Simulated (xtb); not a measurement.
Sn(F)(SH) (FHSSn), SMILES [SH][Sn][F] (connectivity only; charge and spin as stated), neutral, multiplicity 1. All values are semi-empirical tight-binding results from xtb (GFN2-xTB unless named), good for trends rather than for accurate numbers. Coordinates come from a GFN2-xTB optimisation. One conformer was computed; it need not be the lowest.

Optimised geometry:

```xyz
4

Sn     0.1330    -0.2420     0.4937
F      0.4976    -1.6575    -0.9509
S     -0.6413     1.5343    -1.0031
H     -0.8690     2.4679    -0.0781
```

For metal compounds this method's bond lengths and energies can be far off.

Computed properties:
The point group as xtb finds it is Cs and the orbital gap comes out as 3.46 eV. The zero-point energy is 5.6 kcal/mol and the G − E(el) at 298.15 K (modified RRHO) is -13.3 kcal/mol.

Computed atomic charges and the Wiberg bond orders between heavy atoms:
charges (e) Sn1 0.52, F2 -0.37, S3 -0.34, H4 0.19. Bond orders Sn1–F2 1.10, Sn1–S3 1.30.
